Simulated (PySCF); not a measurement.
# Cost of excited-state runs on `[SiH3]O[C@@H](C)C(=O)OCCC(F)(F)F`, C6H11F3O3Si

Geometry (Å), atoms numbered from 1 in this order:
```xyz
24

C    -1.8848   -1.0098   -1.3809
C    -1.9612   -0.8799    0.1474
O    -3.0125   -0.0756    0.5252
Si   -3.0612    1.5062    0.9326
C    -0.6343   -0.3338    0.6386
O    -0.4836    0.7760    1.0737
O     0.3519   -1.2228    0.5011
C     1.6527   -0.8048    0.9050
C     2.2467    0.2090   -0.0782
C     3.7014    0.4788    0.2489
F     4.4564   -0.6275    0.1499
F     4.2388    1.3826   -0.5796
F     3.8733    0.9420    1.4935
H    -1.1131   -1.7215   -1.6601
H    -1.6686   -0.0383   -1.8196
H    -2.8468   -1.3503   -1.7535
H    -2.1079   -1.8765    0.5895
H    -2.5969    1.7673    2.2907
H    -4.5129    1.6364    0.8429
H    -2.3969    2.3688   -0.0442
H     2.2496   -1.7192    0.9290
H     1.5988   -0.3627    1.9058
H     1.7024    1.1542   -0.0206
H     2.1967   -0.1787   -1.0981
```

PySCF with density fitting, on 1 thread of an Intel Xeon 6975P-C, shared host. Command: `OMP_NUM_THREADS=1 python excited_run.py task.json out`

How long does this run take, and how much memory?
- vibronic structure, CAM-B3LYP/def2-SVP; full response


```tsv
run	level	basis functions	wall time	peak memory (GiB)
vibronic structure	CAM-B3LYP/def2-SVP	241	2.5 min	2
```
Times from a shared host are rough.
